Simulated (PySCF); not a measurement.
Compound: C₆H₁₀Si₂ (charge +1 and doublet state).
Bonds: Si1–C2, C2–C3 (double), C3–C4, C4–C5 (double), C5–Si6, C5–C7, C7–C8, C2–C8. Hydrogens: H9, H10, H11 on Si1; H12 on C3; H13 on C4; H14, H15, H16 on Si6; H17 on C7; H18 on C8.

The species is `C1([SiH3])=CC=C([SiH3])[CH+][CH]1` [radical] (charge +1).

Method: PySCF, UKS B3LYP, IGLO-III on C Si, pcH-1 on H, non-relativistic, mean-field spin-orbit, GIAO. Isolated species at its PBE0-D3(BJ)/def2-SVP geometry, gas phase. No stability test was run, so a lower SCF solution isn't excluded.

Problem. Match the computed a_iso(13C) values +26.6, -6.2 MHz (means over equivalent nuclei) with the sites C2/C5; C3/C4/C7/C8.

Solution. 
```csv
site,a_iso (MHz),ρ(0) (bohr⁻³),position,distance from C5 (Å),spin population,largest |T| (MHz)
C2/C5,+26.6,+0.0237,a main spin site,1.42,+0.41,62.1
C3/C4/C7/C8,-6.2,-0.0055,1 bond from C2,1.94,+0.03,10.7
```

Problem. Match the computed a_iso(1H) values +48.3, -4.7 MHz (means over equivalent nuclei) with the sites H9 (×6); H12/H13/H17/H18.

Solution. 
| site | a_iso (MHz) | ρ(0) (bohr⁻³) | position | distance from C5 (Å) | bound to | spin population there | largest \|T\| (MHz) |
| --- | --- | --- | --- | --- | --- | --- | --- |
| H9 (×6) | +48.3 | +0.0108 | 2 bonds from C2 | 4.04 | Si1/Si6 | -0.02 | 2.6 |
| H12/H13/H17/H18 | -4.7 | -0.0010 | 2 bonds from C2 | 2.81 | C3/C4/C7/C8 | +0.03 | 6.7 |

ρ(0) is the spin density at the nucleus and T the dipolar tensor; a_iso includes a spin–orbit part; entries for several nuclei are means. Largest spin populations (Mulliken): C5 (+0.41), C2 (+0.41), C8 (+0.10) and C4 (+0.10). Main spin sites, with 60 % or more of the largest population: C2, C5; positions count bonds from the nearest.

β density exceeds α density at some nuclei, such as Si1/Si6 (-0.0301), spin density in bohr⁻³. In a single determinant that takes different orbitals for the two spins, that is spin polarisation.

Class means assume fast exchange of nuclei equivalent by connectivity; if that motion is slow, each nucleus keeps its own coupling. The six 1H nuclei of mean +48.3 MHz run from -1.7 to 82.7 MHz in the frozen geometry. The 13C value of -6.2 MHz is a mean of couplings from -12.4 to 0.0 MHz in this one geometry, not an average over conformers. The 1H value of -4.7 MHz is a mean of couplings from -8.9 to -0.5 MHz in this one geometry, not an average over conformers.

The SMILES `[SiH3]C1=CC=C([SiH3])[CH+][CH]1` draws the unpaired electron on C8, whose computed spin population is only +0.10.
